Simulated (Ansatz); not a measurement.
Wavefunction ladder for AlFH$_{3}$Sb (`[F][AlH][SbH2]`)

```csv
atom,x (Å),y (Å),z (Å)
F1,-0.9583,0.0711,-2.1395
Al2,0.2375,0.2898,-1.0195
Sb3,0.0882,-1.1949,1.1536
H4,1.3766,1.3188,-1.3999
H5,0.7537,0.1123,2.0324
H6,-1.4976,-0.5972,1.3729
```

The species carries charge 0 and has multiplicity 1. Correlated methods include outer-core shells of Sb, which these sets cover unevenly. Sb: def2 effective core potential. The geometry is a stationary point of PBE0-D4/def2-TZVP. Frozen core, restricted reference, Ansatz.

```tsv
basis	HF (Eh)	MP2 corr.	CCSD corr.	(T)	CCSD(T) total
def2-SVP	-582.26615	-0.37082	-0.40283	-0.00835	-582.67733
def2-TZVPP	-582.49141	-0.68608	-0.69820	-0.02007	-583.20968
def2-QZVPP	-582.50542	-0.95654	–	–	–
```
